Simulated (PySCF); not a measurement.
Compound: C2H6BF2NSi.
InChI=1S/C2H6BF2NSi/c1-6-2-7-3(4)5/h2H,7H2,1H3/b6-2-

Torsions of this conformer, `[CH3:1]/[N:2]=[CH:3]\[SiH2:4][B:5]([F:6])[F:7]`: N2–C3–Si4–B5 63°, C3–Si4–B5–F6 -98°.

The closed-shell ground state was solved at several levels (PySCF, density fitting, gas phase, non-relativistic). The structure is a single PBE0-D3(BJ)/def2-SVP conformer in the gas phase; no vibrational or solvent corrections.

```
        level  basis functions  HOMO (eV)  LUMO (eV)  gap (eV)  dipole (D)
 KT3/pcSseg-2              343      -5.97      -2.41      3.56        0.98
PBE0/pcSseg-1              156      -7.09      -1.43      5.66        1.11
```

**Question.** What might CAM-B3LYP/def2-SVPD (198 basis functions) give for the same quantities?

**Answer.** HOMO -8.49 eV, LUMO -0.40 eV, gap 8.09 eV, dipole 1.25 D.

**Question.** Over all these levels, which gives the widest orbital gap and which the narrowest?

**Answer.** CAM-B3LYP/def2-SVPD (range-separated hybrid) has the widest, 8.09 eV, and KT3/pcSseg-2 (GGA) the narrowest, 3.56 eV. Functional and basis both differ between the two, so the spread mixes both effects.

**Question.** How far do the dipole and the HOMO energy spread over the levels?

**Answer.** The dipole runs from 0.98 to 1.25 D (mean 1.11 D) and the HOMO from -8.49 to -5.97 eV.
